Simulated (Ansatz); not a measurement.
`O[SiH2][AlH2]` + `FC[TeH]` → `O[SiH2]C(F)[TeH]` + `[AlH3]`  (formal exchange of groups at the Si–Al bond)

Calculated with Ansatz (gas phase, PBE0-D4/def2-TZVP geometries, no zero-point term in ΔE). CCSD(T)/CBS is the MP2 limit (def2-TZVPP, def2-QZVPP) plus CCSD(T) − MP2 in def2-TZVPP, frozen cores. This one scheme is used for every species. Functionals use def2-TZVPP. B3LYP here is the variant with VWN-RPA as its local correlation; programs differ in this. Elements past krypton have def2 core potentials. For Te outer-core shells are correlated without core-valence functions, which leaves a few kJ/mol of doubt a bond. One conformer a species, not always the lowest.

`O[SiH2][AlH2]`:

Z-matrix (Å, degrees):
```
Si
Al 1 2.460
O 1 1.661 2 109.0
H 1 1.499 2 111.1 3 122.0
H 1 1.498 2 111.2 3 -122.0
H 2 1.591 1 118.5 3 179.3
H 2 1.588 1 122.5 3 -0.7
H 3 0.959 1 117.0 2 180.0
```

`FC[TeH]`:

Cartesian coordinates in Å:
```
F -0.336 0.284 -1.556
C -0.230 0.513 -0.210
Te 1.331 -0.629 0.715
H -1.174 0.260 0.271
H 0.016 1.563 -0.043
H 0.393 -1.991 0.823
```

`O[SiH2]C(F)[TeH]`:

Z-matrix (Å, degrees):
```
Si
C 1 1.895
O 1 1.642 2 109.0
H 1 1.489 2 106.8 3 -122.4
H 1 1.480 2 110.7 3 117.0
Te 2 2.160 1 107.3 3 66.8
F 2 1.382 1 112.1 3 -170.4
H 2 1.093 1 112.0 3 -48.0
H 3 0.961 1 115.9 2 -55.9
H 6 1.658 2 94.4 1 -138.4
```

`[AlH3]`:

Cartesian coordinates in Å:
```
Al 0.000 0.000 0.000
H -0.862 -0.590 1.193
H -0.129 1.532 -0.390
H 0.992 -0.942 -0.803
```

| level | ΔE (kcal/mol) |
| --- | --- |
| r2SCAN | -0.2 |
| B3LYP | 1.5 |
| HF/CBS(def2) | 1.3 |
| CCSD/CBS(def2) | -0.7 |

(1) What does CCSD(T)/CBS give? (Estimate.)

Largest T1 diagnostic among the species: 0.012.

Answers

(1) Computed: -1.4 kcal/mol. The listed levels differ from it by 1.2, 2.9, 2.7, 0.7 kcal/mol.

The D4 term adds −2.4 kcal/mol with B3LYP and −1.3 kcal/mol with PBE0; it sums over pairs of atoms, weighted by their polarisabilities, and B3LYP, whose exchange is more repulsive, gets the larger term. In def2-TZVPP, CCSD(T) changes the Hartree–Fock value by −2.1 kcal/mol (the triples alone add −0.7 kcal/mol) and MP2 by −4.2 kcal/mol.
